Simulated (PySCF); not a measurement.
Mg(H)(SMe) (CH4MgS), SMILES C[S][MgH]. Atoms are numbered in the order given.

```xyz
7

Mg    -0.2819     0.2954     1.5807
H     -0.9737     0.8493     3.0201
S      0.6242    -0.4358    -0.3955
C     -0.5490     0.2426    -1.6503
H     -0.9734    -0.5854    -2.2145
H      0.0028     0.8908    -2.3281
H     -1.3662     0.8168    -1.2154
```
Charge 0, spin multiplicity 1.

Geometry: B3LYP-D3(BJ)/def2-TZVP. The geometry has at least one imaginary mode, so it is a saddle point at that level.

Calculation: B3LYP/pcSseg-2 in PySCF.

GIAO shieldings, no solvent; atoms alike by connectivity are averaged. δ = σ(ref) − σ: ¹H against TMS (σ = 31.68 ppm); ³³S against H2S (σ = 688.9 ppm); ¹³C against TMS (σ = 181.3 ppm), references at their B3LYP-D3(BJ)/def2-TZVP geometries, non-relativistic.

```tsv
nucleus	atoms	count	δ (ppm)
¹H	H2	1	4.97
¹H	H5, H6, H7	3	2.20
³³S	S3	1	13.7
¹³C	C4	1	9.1
```
